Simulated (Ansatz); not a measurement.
Computed with Ansatz (an electronic-structure program) with frozen-core CCSD(T)/cc-pVTZ // PBE0-D4/def2-TZVP.

Ansatz 0.2 input:
```yaml
crystal:
  periodic: [false, false, false]
  atoms:
    - { symbol: S, position_ang: [-1.028478, -1.431865, 0.001769] }
    - { symbol: C, position_ang: [-0.011131, -0.031827, 0.149638] }
    - { symbol: S, position_ang: [1.682906, -0.269166, 0.451071] }
    - { symbol: S, position_ang: [-0.735825, 1.468448, 0.640496] }
    - { symbol: H, position_ang: [-1.975153, -0.857461, -0.764828] }
    - { symbol: H, position_ang: [1.895759, -1.15587, -0.540008] }
    - { symbol: H, position_ang: [0.171922, 2.277742, 0.061862] }
basis:
  gaussian: { orbitals: cc-pVTZ }
correlation:
  method: ccsd_t
magnetization:
  spin_polarized: true
  initial_magnetization: 1
```

Output:

```
Functional definition: HF
1000 factors; integrals over basis functions are off by at most 6.7e-4 eV
mean field evaluation 1: about -33528.5078 eV, gradient 1.3e1 eV
mean field evaluation 2: about -33528.5217 eV, gradient 1.3e1 eV
mean field evaluation 4: about -33530.4179 eV, gradient 2.4e0 eV
mean field evaluation 8: about -33530.5106 eV, gradient 3.1e-1 eV
mean field evaluation 16: about -33528.5079 eV, gradient 1.3e1 eV
mean field -33530.51374550 eV, -1232.2236523486 hartree, gradient 2.9e-6 eV, S^2 0.777062; 0 other end points of the search recorded, 0 dependent functions left out
16 core orbitals not correlated
reference -33530.51374550 eV, -1232.2236523486 hartree; 13, 12 occupied and 145, 146 virtual orbitals, 1000 factors
second order -18.32819455 eV of doubles, -0.00000000 eV of singles
cycle   1  -19.16176698 eV  change   -8.3e-1 eV  update   1.1e-1
cycle   2  -19.71377878 eV  change   -5.5e-1 eV  update   3.4e-2
cycle   3  -19.83444044 eV  change   -1.2e-1 eV  update   2.1e-2
cycle   4  -19.83471224 eV  change   -2.7e-4 eV  update   8.7e-3
cycle   5  -19.83393277 eV  change    7.8e-4 eV  update   4.5e-3
cycle   6  -19.83444667 eV  change   -5.1e-4 eV  update   1.7e-3
cycle   7  -19.83479046 eV  change   -3.4e-4 eV  update   6.2e-4
cycle   8  -19.83499958 eV  change   -2.1e-4 eV  update   2.8e-4
cycle   9  -19.83495131 eV  change    4.8e-5 eV  update   1.3e-4
cycle  10  -19.83489023 eV  change    6.1e-5 eV  update   6.4e-5
cycle  11  -19.83492534 eV  change   -3.5e-5 eV  update   3.6e-5
cycle  12  -19.83492576 eV  change   -4.2e-7 eV  update   1.8e-5
perturbative correction -0.97702517 eV, -0.0359050126 hartree
Total energy: -33551.32569642 eV, -1232.9884774382 hartree
```

Cost: around 4 core-minutes (rough).
